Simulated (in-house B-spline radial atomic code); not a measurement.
**Ionising the caesium ion Cs⁴⁺ with different functionals**

Computed with a radial B-spline atomic code at the basis-set limit: scalar-relativistic (spin-free X2C) Hamiltonian, Fermi nucleus of rms radius 4.8041 fm, spin-polarised at highest spin, spherical fractional occupations for the functionals, and exact exchange of hybrids averaged over the configuration. The ionisation energy is the difference of two self-consistent energies, [Kr] 4d10 5s2 5p3 → [Kr] 4d10 5s2 5p2, without Breit or QED terms; ε is the level of the shell that loses the electron (its least bound occupied spin orbital). There is no spin-orbit coupling in this Hamiltonian.

```tsv
method	rung	ΔSCF (eV)	-ε(5p) (eV)
PBE0	global hybrid	58.09	53.85
B3LYP	global hybrid	57.96	53.35
TPSSh	global hybrid	58.09	52.97
BHandHLYP	global hybrid	57.94	55.17
r2SCAN0	global hybrid	58.46	54.26
B97-1	global hybrid	57.92	53.44
HSE06	range-separated hybrid	58.02	53.37
wB97X	range-separated hybrid	57.71	56.13
CAM-B3LYP	range-separated hybrid	57.95	55.13
LC-wPBE	range-separated hybrid	58.07	56.80
```

Among the functionals, which spreads more, the ΔSCF values or the orbital energies?

The orbital energies: ΔSCF values span about 0.75 eV and the orbital energies 3.83 eV; here energy differences depend much less on the functional than eigenvalues do.

How do they compare with the NIST value?

NIST lists 56 eV ± 1.9 (tabulated theory, ground level to ground level). Errors run from +1.71 to +2.46 eV; all lie within about twice that uncertainty, so the table can't rank the methods.
